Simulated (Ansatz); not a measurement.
H6AgN2 (SMILES [NH3]->[Ag+]<-[NH3]), charge +1, singlet, at a GFN2-xTB geometry (such geometries of metal compounds can be far from the true shape) (all electrons, no relativity). Base run: PBE0/3-21G in Ansatz (a first-principles code).

Here is a job for Ansatz.
Ansatz 0.2 input:
```yaml
crystal:
  periodic: [false, false, false]
  atoms:
    - {symbol: Ag, position_ang: [-0.00000000, -0.00000000, 0.00000000]}
    - {symbol: N, position_ang: [-1.24067725, -0.67082294, 1.77286030]}
    - {symbol: H, position_ang: [-1.65718678, 0.11188149, 2.27566513]}
    - {symbol: H, position_ang: [-0.69325101, -1.19150804, 2.45706103]}
    - {symbol: H, position_ang: [-2.01203145, -1.27912100, 1.50100505]}
    - {symbol: N, position_ang: [1.24067725, 0.67082294, -1.77286030]}
    - {symbol: H, position_ang: [0.99615131, 1.60911881, -2.08706888]}
    - {symbol: H, position_ang: [1.12783478, 0.06007285, -2.58104964]}
    - {symbol: H, position_ang: [2.23848315, 0.68955590, -1.56561269]}
basis:
  gaussian:
    orbitals: 3-21G.json
hamiltonian:
  xc: pbe0
total_charge: 1
```
The basis file holds 3-21G in the JSON format of the Basis Set Exchange.

Variants of this job, named by their change:

```csv
change,ΔE vs base (mEh)
base,0.000
"final_grid = 6, 12, 29",0.021
"final_grid = 14, 28, 59",0.000
lower_state_search = off,0.000
"point_charge = charge:0.5 position_ang:-2.0587, -5.2127, -1.559",42.115
accuracy = high,0.017
"point_charge = charge:1.0 position_ang:1.5077, 1.1882, 5.4915",87.673
nuclear_model = gaussian,(withheld)
forces = on,0.000
"final_grid = 4, 8, 17",(withheld)
```

Question: What belongs in the gaps?

Answer: 
- nuclear_model = gaussian, ΔE vs base (mEh): 39.277
- final_grid = 4, 8, 17, ΔE vs base (mEh): 0.647
